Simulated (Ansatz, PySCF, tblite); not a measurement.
Potential energy surface of F₂Si, singlet: symmetric bend, bond length relaxed. Scanned: F-Si-F angle. Other coordinates (Si-F bond length) were minimised at PBE0/def2-TZVP.

- GFN2-xTB, 300 K electronic temperature (tblite)
- RKS-BP86/6-31G* = restricted BP86/6-31G*, spherical d in PySCF 2.14.0
- MP2/aug-cc-pVQZ = Ansatz (a first-principles code) with MP2 on RHF/aug-cc-pVQZ, frozen core

Energies in mEh, each method relative to its own lowest point.

```
a / °    GFN2-xTB  RKS-BP86/6-31G*  MP2/aug-cc-pVQZ
-----  ----------  ---------------  ---------------
180         142.1             60.8             67.5
167         104.9             57.3             63.9
157          80.4             50.2             56.2
147    (withheld)       (withheld)             45.0
137          41.6             28.3             31.8
127          26.7             16.6             18.7
117          14.6              6.7              7.8
107           5.4       (withheld)              0.9
97            0.0              0.0              0.0
87     (withheld)              7.3              8.2
80            7.0       (withheld)             22.0
```

Question: What belongs in the gaps?

Answer: 
- 147, GFN2-xTB: 59.4
- 147, RKS-BP86/6-31G*: 40.1
- 107, RKS-BP86/6-31G*: 0.6
- 87, GFN2-xTB: 0.6
- 80, RKS-BP86/6-31G*: 19.6
